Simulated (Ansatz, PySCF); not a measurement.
Molecule: sum formula InOH, charge 0, multiplicity 1. SMILES: [OH][In]
Geometry: optimised at B3LYP-D3(BJ)/def2-TZVP (Ansatz, an electronic-structure program).

Quantity: vertical ionisation energy (to the doublet state of charge +1; each state is the SCF solution reached for its spin; the UHF <S^2> is 0.86 for the doublet (pure: 0.75); for the doublet T1 is 0.078), in eV. Correlated levels leave the core frozen unless marked. Open shells are spin-unrestricted. No spin-orbit coupling. Frozen are the shells of the preceding noble gas and the d and f shells that filled before the atom's block. Past Kr the def2 sets carry scalar-relativistic core potentials. CBS marks a two-point X^-3 extrapolation of the correlation energy; Hartree-Fock from the larger set. [CCSD(T)-MP2]/basis is that difference in the basis named.

```csv
level,program,vertical ionisation energy (eV)
HF/def2-TZVPPD,Ansatz,7.98
SVWN5/def2-TZVPD,Ansatz,9.39
PBE/def2-TZVPD,Ansatz,9.05
r2SCAN/def2-TZVPD,Ansatz,9.03
B3LYP/def2-TZVPD,Ansatz,9.17
PBE0/def2-TZVPD,Ansatz,9.03
M06-2X/def2-TZVPD,PySCF,9.03
MP2/def2-SVPD,Ansatz,9.33
MP2/def2-QZVPPD,Ansatz,9.52
RI-MP2/def2-QZVPPD,Ansatz,9.52
"RI-MP2/CBS(def2-TZVPPD,def2-QZVPPD)",Ansatz,9.56
SCS-MP2/def2-SVPD,Ansatz,9.31
CCSD/def2-SVPD,Ansatz,8.90
CCSD/def2-TZVPPD,Ansatz,8.92
CCSD/def2-QZVPPD,Ansatz,8.95
"CCSD/CBS(def2-TZVPPD,def2-QZVPPD)",Ansatz,8.98
CCSD(T)/def2-SVPD,Ansatz,8.95
CCSD(T)/def2-TZVPPD,Ansatz,8.98
"RI-MP2/CBS(def2-TZVPPD,def2-QZVPPD)+[CCSD(T)-MP2]/def2-SVPD",Ansatz,9.18
"RI-MP2/CBS(def2-TZVPPD,def2-QZVPPD)+[CCSD(T)-MP2]/def2-TZVPPD",Ansatz,9.09
"CCSD(T)/CBS(def2-TZVPPD,def2-QZVPPD)",Ansatz,9.05
```

For comparison, minus the highest occupied orbital energy (PySCF): 5.78 eV at M06-L/def2-TZVPD, 5.76 eV at TPSS/def2-TZVPD, 8.93 eV at HF/def2-TZVPD.
